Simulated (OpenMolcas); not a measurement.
# What dynamic correlation does to the levels of O+

```json
{
  "Program": "OpenMolcas",
  "Basis": "ANO-R3 [4s4p2d1f]",
  "Scalar Hamiltonian": "X2C, finite nucleus",
  "Active space": "3 electrons in 3 orbitals (2p)",
  "State averaging": "2S+1 = 4 odd, 1 root; 2S+1 = 2 odd, 8 roots",
  "Spin-orbit coupling": "RASSI with atomic mean-field integrals over the reference wave functions, term energies averaged over their components"
}
```

Methods on the same reference wave functions:
A. CASSCF
B. SS-CASPT2, IPEA 0.25 Eh, imaginary shift 0.1 Eh (closed shells correlated: 1s 2s)

Energies in cm⁻¹ above 2s² 2p³ ⁴S°_3/2, the measured ground level; measured values from NIST Handbook of Basic Atomic Spectroscopic Data.

```tsv
Level	A	B	Measured
2s² 2p³ ⁴S°_3/2	0.0	0.0	0.0
2s² 2p³ ²D°_3/2	30579	27470	26831
2s² 2p³ ²D°_5/2	30581	27480	26811
2s² 2p³ ²P°_1/2	50641	43320	40470
2s² 2p³ ²P°_3/2	50643	43320	40468
```

Deviations, from unrounded energies. A percentage is the sum of absolute deviations over the sum of measured energies, with the sign that they share, or ± where signs differ.

```
                        Against measurement  Levels      A     B
             mean absolute deviation (cm-1)       4   7000  1800
other terms of the ground configuration (%)       4  +20.7  +5.2
```

B lies closest to measurement on these levels. The largest miss of B in the table is 2s² 2p³ ²P°_3/2, by +2900 cm-1. The ranking rests on the paired levels alone, and a cruder setting can come out closer through cancelling errors.

From A to B the spin-free energies of the other terms of 2s² 2p³ shown, above ⁴S°, scale by factors of 0.86 to 0.90.

The lowest spin-free term lies below A's lowest term by 0.121 hartree in B.

CASPT2 breaks the degeneracy within a term, and the mean is taken; among the terms shown or strongly mixed into the levels shown the widest spread is 140 cm-1 (2s² 2p³ ²D°, B). With the s shell closed, the reference lacks s² → p² mixing. Without dynamic correlation excited terms often stand tens of per cent too high (terms of higher spin than the ground term too low), and those without a measured partner can miss by more than the paired ones (holds for A). Measured partners are found by configuration, term and J. A level has none where our copy of the source lacks it or the pairing is in doubt (some pairs that miss far off the trend of their configuration count as doubtful), and it then counts in no deviation. Only configurations of the active space appear.

° marks odd parity.
